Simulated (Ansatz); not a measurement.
Cost and result up the ladder for In13P13H32, a nanocrystal cut from wurtzite InP (hydrogen-capped) (58 atoms). Total charge 0; singlet. Geometry: PBE-D4/def2-SVP.

Cartesian coordinates in Å:
```
In -4.7885 3.0059 1.1443
P -2.5562 2.4079 2.4855
In -2.9500 -2.1647 3.0335
P -0.6914 -2.8293 4.3049
In -3.8976 -0.8418 -0.6022
P -3.9919 1.6989 -1.0062
P -1.8295 -1.2957 0.8467
In -0.7465 0.9418 1.3299
In 1.6406 -1.8666 3.6707
P 1.2214 0.5964 2.9930
In -1.9573 2.8130 -2.1222
P 0.0758 2.3012 -0.6445
In 0.6915 4.6954 0.1824
In 3.4807 1.6025 2.2274
P 2.9529 4.0265 1.4431
P -3.1470 -1.8633 -2.9186
In -0.0931 -2.7712 -0.3651
P 1.9380 -2.8597 1.3085
In -0.9029 -1.2408 -4.1290
P -1.4557 1.3217 -4.2436
P 0.8939 -1.4529 -2.3455
In 1.8483 0.8954 -1.8879
In 4.2476 -2.0565 0.4787
P 3.6688 0.4042 -0.0496
In 2.5561 -2.9110 -3.7365
P 4.4609 -3.1534 -1.8666
H -6.0518 2.0915 1.9057
H -4.6746 4.7071 0.8193
H -2.8382 1.8170 3.7567
H -1.8895 3.5935 2.9268
H -3.5065 -0.7783 3.9343
H -3.7837 -3.6611 2.7470
H -0.8224 -2.7477 5.7293
H -0.4850 -4.2443 4.2299
H -5.4019 -1.5710 -0.1137
H -5.0649 1.8826 -1.9414
H 2.8986 -2.1273 4.8407
H 0.8689 1.2870 4.1987
H -2.1956 4.4640 -2.6229
H -0.3758 5.0966 1.5033
H 1.1687 5.7038 -1.1482
H 4.7959 1.4523 3.3529
H 3.2562 4.9086 2.5306
H 4.0853 4.3546 0.6304
H -4.2224 -1.8028 -3.8639
H -3.1323 -3.2854 -2.7514
H -0.6467 -4.3777 -0.7633
H 2.1480 -4.2524 1.5824
H -0.7677 -1.9674 -5.7035
H -2.4468 1.5446 -5.2544
H -0.3585 1.9382 -4.9267
H 2.5559 1.6783 -3.2778
H 5.5885 -2.3176 1.5556
H 4.8963 0.9315 -0.5731
H 1.9100 -4.5194 -3.8890
H 3.2948 -1.9207 -4.9618
H 4.7851 -4.5260 -1.6189
H 5.7434 -2.7559 -2.3645
```

Ansatz on 11 threads of AMD EPYC 7R13 on a shared host and a whole NVIDIA H100 80GB HBM3. Times are rough, and most runs start from the orbitals of an earlier one. PBE0-D4/def2-TZVP serves as the yardstick here, not as an exact answer. Differences are given only for rows in sets of like size (and for xTB, whose basis is part of the method), since another set adds its own error. Binding counts from free atoms at the same level (In doublet, P quartet, H doublet; other spins of the atoms weren't run), without zero-point energy or a counterpoise term.

In the def2 sets In takes a core potential; there is no spin–orbit coupling. Correlated methods freeze 117 core orbitals; core or outer-core shells of In are correlated, in sets that lack core-valence functions. The rows differ in basis, and correlated rows in double-zeta sets carry the largest basis error. Single mean-field runs in def2-SVP, def2-TZVP are fitted with def2-universal-jkfit.

Correlated methods converge slowly with the basis, most of all in double-zeta sets.

```
                            level  functions  wall time  binding energy per atom (eV)  difference from PBE0-D4/def2-TZVP (eV)
                  PBE-D4/def2-SVP        732      5.5 s                          2.56                                       –
                 PBE0-D4/def2-SVP        732      7.5 s                          2.56                                       –
                 PBE-D4/def2-TZVP       1323       10 s                          2.58                                    0.00
  BLYP-D4/def2-TZVP (with forces)       1323       12 s                          2.53                                   -0.05
                     MP2/def2-SVP        732       12 s                          2.34                                       –
                PBE0-D4/def2-TZVP       1323       13 s                          2.58                                    0.00
r2SCAN-D4/def2-TZVP (with forces)       1323       14 s                          2.58                                    0.01
```
